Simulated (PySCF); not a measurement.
Computed shifts of a molecule C4H3ClF2, PBE/pcSseg-1 in PySCF, GIAO, gas phase, atoms alike by connectivity averaged where their shifts nearly agree, in ppm (number of nuclei): ¹³C: 123.0 (1), 83.2 (1), 79.4 (1), 58.2 (1). ¹⁹F: -119.6 (1), -127.2 (1). ¹H: 3.90 (1), 3.78 (1), 2.75 (1). References: ¹³C against TMS (σ = 182.0 ppm); ¹⁹F against CFCl3 (σ = 133.6 ppm); ³⁵Cl against HCl (σ = 936.5 ppm); ¹H against TMS (σ = 31.49 ppm), references at their B3LYP-D3(BJ)/def2-TZVP geometries, non-relativistic (without spin–orbit terms, shifts of atoms bonded to Cl or Br come out too high). The structure is a stationary point at B3LYP-D3(BJ)/def2-SVP. One conformer was computed; it need not be the lowest.

Q: Pick the molecule that these values belong to.
A) FC1=C(Cl)C[C@H]1F
B) C#CC(F)(F)CCl
C) CC(Cl)=C=C(F)F
D) F/C=C\C(F)=C/Cl

A: B, C#CC(F)(F)CCl
